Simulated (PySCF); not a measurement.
Several compounds and their computed core spectra got separated.

Level of theory: delta-SCF UKS SCAN, pcX-2 on the ionised atom, pcseg-1 elsewhere, spin-free X2C in PySCF. Geometries: PBE0-D3(BJ)/def2-SVP; isolated species, one conformer each.

Line lists (1s up to Mg, 2p3/2 beyond; areas count atoms within a level, one atom standing for each set equivalent by bonding):
1. C 1s: 291.41 (area 2), 293.90 (area 1) eV; Cl 2p3/2: 205.98 eV
2. B 1s: 193.86 eV; C 1s: 289.04 eV; N 1s: 407.82 eV
3. C 1s: 292.77 (area 1), 292.96 (area 1), 293.21 (area 1) eV; N 1s: 405.54 eV; Cl 2p3/2: 206.63 eV

Structures:
A. `N#CCCCl`
B. `C[BH-](C)[NH3+]`
C. `CC(C)(Cl)Cl`

**Question.** Which list belongs to which compound?

**Answer.** 
- 1 = C: no other candidate has this set of levels. C 1s: 291.41 methyl carbon (×2), 293.90 CCl2 carbon; Cl 2p3/2: 205.98 alkyl chlorine (×2).
- 2 = B: no other candidate has this set of levels. B 1s: 193.86 four-coordinate boron; C 1s: 289.04 sp3 carbon bound to boron (×2); N 1s: 407.82 nitrogen bonded to B and 3 H.
- 3 = A: no other candidate has this set of levels. C 1s: 292.77 nitrile carbon, 292.96 sp3 carbon next to a nitrile, 293.21 sp3 C–Cl carbon; N 1s: 405.54 nitrile nitrogen; Cl 2p3/2: 206.63 alkyl chlorine.

2p3/2 and 2p1/2 are the ΔSCF energy of one spin-free 2p hole plus the eigenvalues of a spin–orbit and ligand-field matrix of the shell.
